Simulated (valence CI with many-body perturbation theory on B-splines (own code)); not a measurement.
Results of a calculation; reference values are marked as such.
## Zr X: input, log and results

The program does CI of the valence electrons with many-body perturbation theory for a frozen closed Dirac-Fock core.

Command, and the settings that its task file holds:

```sh
python run_cv.py task.json out
```

```
atom Zr  Z=40  mass_number=90  rms_radius_fm=4.2694
core [Ar] 3d10
valence 4s2 5p1
avg = 1
basis = S
breit = 1
cap = 10000
capref = 1200
cscale = 1
de = 0.0
dress = 0
eps = 2e-08
h = 0.27
hh = 1
l2 = 3
lcore = 6
maxit = 60
n2 = 5
natural = 1
nlev = 21
nno = [3, 3, 3, 2, 1]
nroot = 26
nsp = [3, 3, 2, 1, 0]
pt2 = 1
qed = 1
rpa = 1
s1 = 1
s2 = 1
s3 = 1
screen = 1
tol = 2e-05
```

Question: What became of the run, and why?

Answer: It gave no result: the start configuration must fill the lowest shells above the core. The program said: "5p is not the lowest shell of its kind above the core".
